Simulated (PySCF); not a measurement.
## Frontier levels across methods

Species: C3H5ClF2Si.
Cartesian coordinates in Å at the PBE0-D3(BJ)/def2-SVP level; atoms count from 1:
```
atom  x, y, z in Å
F1    -0.641   -1.488    0.766
C2    -1.582   -0.606    0.318
C3    -0.951    0.620   -0.255
F4    -1.888    1.488   -0.623
C5     0.356    0.867   -0.406
Si6    1.794   -0.270    0.069
Cl7    0.804    2.395   -1.109
H8    -2.203   -1.095   -0.454
H9    -2.243   -0.315    1.153
H10    1.709   -1.579   -0.639
H11    1.856   -0.482    1.543
H12    3.025    0.446   -0.373
```

Basis pcSseg-1 throughout (PySCF), one geometry. Isolated species at its PBE0-D3(BJ)/def2-SVP geometry (one conformer only).

Q: How do the orbital energies, the gap and the dipole change with the method?

A: 
```json
{"method": "OPBE", "kind": "GGA", "HOMO (eV)": "-6.13", "LUMO (eV)": "-1.49", "gap (eV)": "4.65", "μ (D)": "2.02", "SCF cycles": "16"}
{"method": "B97-D", "kind": "GGA", "HOMO (eV)": "-6.13", "LUMO (eV)": "-1.49", "gap (eV)": "4.64", "μ (D)": "1.99", "SCF cycles": "16"}
{"method": "BP86", "kind": "GGA", "HOMO (eV)": "-6.26", "LUMO (eV)": "-1.67", "gap (eV)": "4.59", "μ (D)": "2.02", "SCF cycles": "15"}
{"method": "LDA", "kind": "LDA", "HOMO (eV)": "-6.30", "LUMO (eV)": "-1.77", "gap (eV)": "4.53", "μ (D)": "1.99", "SCF cycles": "15"}
{"method": "mPW1PW91", "kind": "global hybrid", "HOMO (eV)": "-7.42", "LUMO (eV)": "-0.72", "gap (eV)": "6.69", "μ (D)": "2.08", "SCF cycles": "13"}
{"method": "CAM-B3LYP", "kind": "range-separated hybrid", "HOMO (eV)": "-8.67", "LUMO (eV)": "0.44", "gap (eV)": "9.11", "μ (D)": "2.09", "SCF cycles": "13"}
{"method": "LC-wPBE", "kind": "range-separated hybrid", "HOMO (eV)": "-10.03", "LUMO (eV)": "1.51", "gap (eV)": "11.54", "μ (D)": "2.20", "SCF cycles": "14"}
{"method": "HF", "kind": "Hartree–Fock", "HOMO (eV)": "-10.07", "LUMO (eV)": "2.95", "gap (eV)": "13.02", "μ (D)": "2.34", "SCF cycles": "11"}
```

The HOMO spans 3.94 eV, from OPBE down to HF, and the gap runs from 4.53 eV (LDA) to 13.02 eV (HF). Over the methods OPBE (0 %), B97-D (0 %), BP86 (0 %), LDA (0 %), mPW1PW91 (25 %), HF (100 %), a straight line through the gap against the share of exact exchange rises by 0.84 eV for each 10 % (correlation coefficient 1.000). The dipole ranges from 1.99 D (LDA) to 2.34 D (HF). This basis has no diffuse functions.
